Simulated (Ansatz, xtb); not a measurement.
Two structures of CH2AgB

We compare I, a singlet given by its coordinates, with II, a singlet given by its coordinates. Both are isolated molecules in the gas phase, relaxed with PBE0-D3(BJ)/def2-SVP.

I (Å):

| atom | x (Å) | y (Å) | z (Å) |
| --- | --- | --- | --- |
| C | -0.4557 | 1.9923 | -1.5763 |
| Ag | 0.1764 | 1.0657 | -3.3985 |
| B | -0.2460 | 0.7343 | -1.1115 |
| H | -0.6888 | 3.0420 | -1.7006 |
| H | -0.0821 | -0.3453 | -0.6395 |

Close contacts (Å): C1–Ag2 2.14, C1–B3 1.36, Ag2–B3 2.35, C1–H4 1.08, B3–H5 1.19.

II (Å):

```yaml
atoms:
  - { symbol: C, position_ang: [-0.2464, -0.9279, -0.3310] }
  - { symbol: Ag, position_ang: [1.1571, 0.1945, 2.6202] }
  - { symbol: B, position_ang: [0.3210, -0.4741, 0.8622] }
  - { symbol: H, position_ang: [-1.2871, -0.7145, -0.6000] }
  - { symbol: H, position_ang: [0.3204, -1.5201, -1.0582] }
```

Close contacts (Å): C1–B3 1.40, Ag2–B3 2.06, C1–H4 1.10, C1–H5 1.10.

Question: Which of the two would you expect CCSD(T)/def2-TZVPP electronic energies to favour?

Answer: Structure I; the calculation gives E(II) − E(I) = +1.93 kcal/mol.

Level by level:

```tsv
level	geometry	E(II) − E(I) (kcal/mol)	departure from the last row (kcal/mol)	job, with rough time for the two
GFN2-xTB	GFN2-xTB	−2.39	−4.32	optimisation, 0.14 s
HF/STO-3G	GFN2-xTB	+5.45	+3.52	single point, 0.78 s
r2SCAN-D4/def2-SVP	GFN2-xTB	+0.46	−1.47	single point, 1.7 s
PBE0-D3(BJ)/def2-SVP	PBE0-D3(BJ)/def2-SVP	+0.95	−0.98	optimisation, 17 s
HF/def2-TZVPP	PBE0-D3(BJ)/def2-SVP	−1.62	−3.56	part of the CCSD(T) run
MP2/def2-TZVPP	PBE0-D3(BJ)/def2-SVP	+6.45	+4.52	part of the CCSD(T) run
CCSD(T)/def2-TZVPP	PBE0-D3(BJ)/def2-SVP	+1.93		single point, 44 s
```

GFN2-xTB, HF/def2-TZVPP put the two in the other order. r2SCAN-D4/def2-SVP finds them nearly level. The largest departure from CCSD(T)/def2-TZVPP is that of MP2/def2-TZVPP, 4.52 kcal/mol.

With harmonic frequencies from PBE0-D3(BJ)/def2-SVP (ideal gas, rigid rotor, one conformer each, 298.15 K, 1 atm): the zero-point term adds +0.20 kcal/mol; ΔH is +2.42 and ΔG +2.12 kcal/mol.

The T1 diagnostic of structure II is large, so the coupled-cluster value is less sure. The correlated steps freeze 2 core orbitals; the last core shell of Ag is correlated, in a basis made for valence electrons. Atoms past krypton carry core potentials in the def2 sets, other sets are all-electron and non-relativistic, and no spin–orbit term is included. Mirror images aren't counted in ΔG. Codes used: Ansatz 0.2.0, xtb 6.7.1; the last row on 1 thread of Intel(R) Xeon(R) 6975P-C (Granite Rapids) on a shared host.
